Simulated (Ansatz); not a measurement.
H3O4P, SMILES O=P(O)(O)O.

Coordinates come from a TPSSh-D3(BJ)/def2-SVP optimisation. Other conformers were not sampled.

Two levels are set side by side: PBE/def2-SVPD (Ansatz, an electronic-structure program) and PBE0/def2-SVPD (Ansatz). Energy differences of separate SCF runs at the same geometry; the states with an electron removed or added have multiplicity 2 and 2. Differences are taken from unrounded values.

```json
[
 {"quantity": "vertical ionisation energy (eV)", "PBE": "11.10"},
 {"quantity": "vertical singlet–triplet gap (eV)", "PBE": "6.75"}
]
```

Task: These are the PBE values. What does PBE0 give? (An estimate is asked for; the answer gives what the named calculation found.)

Result: 
```csv
quantity,PBE0,PBE minus PBE0
vertical ionisation energy (eV),11.43,-0.34
vertical singlet–triplet gap (eV),7.32,-0.57
```
